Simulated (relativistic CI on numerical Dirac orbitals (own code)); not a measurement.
**Hyperfine structure of Re LXII, mass number 187**

Method of calculation: Dirac-Coulomb-Breit CI, KLI orbitals optimised for each configuration, a model potential for QED, unscaled Slater integrals (own radial code, finite nucleus).

Configurations in the expansion (outside the closed core [Ne]): 3s2.3p2, 3s2.3p.3d, 3s.3p3, 3s2.3d2, 3p4, 3s.3p2.3d, 3p2.3d2, 3s.3p.3d2, 3p3.3d, 3s2.3d.4s, 3s2.3d.4p, 3s.3p.3d.4s, 3p3.4s, 3s2.3p.4s, 3s.3p.3d.4p, 3p3.4p. Levels of other configurations are missing.

Nuclear spin I = 5/2, μ = 3.209 μN, Q = 1.94 b (tables of Stone and Pyykkö). The electronic factors are computed for point nuclear moments, without core polarisation or the Bohr-Weisskopf and QED corrections.

```
          Level   E (Ry)  A (GHz)  B (GHz)
   3s2.3p2 3P_1  27.2996   -299.8      448
   3s2.3p2 1D_2  28.0102    888.9      834
3s2.3p.3d 3F°_2  43.7916    790.6      184
3s2.3p.3d 3F°_3  51.7145    500.2      140
   3s2.3p2 3P_2  55.8426      310     63.4
```

Levels with J = 0, under 50 % of one LS term, or S terms without an open s electron are left out. Small factors come from cancelling terms and can be off by tens of per cent or more.

At this charge energies of transitions that change n are usually good to better than 1 %, and those within a shell (Δn = 0) to a few per cent.

Q: Give the hyperfine levels of 3s2.3p2 3P_1 relative to its centre of gravity.

A: With K = F(F + 1) − I(I + 1) − J(J + 1), E = AK/2 + B[¾K(K + 1) − I(I + 1)J(J + 1)]/[2I(2I − 1)J(2J − 1)]: F = 3/2: 1363, F = 5/2: -58.97, F = 7/2: -637.3 GHz.

LS names give the leading component of a level, which can be under half, so a name can repeat, a term be missing and a line seem to break the LS rules.
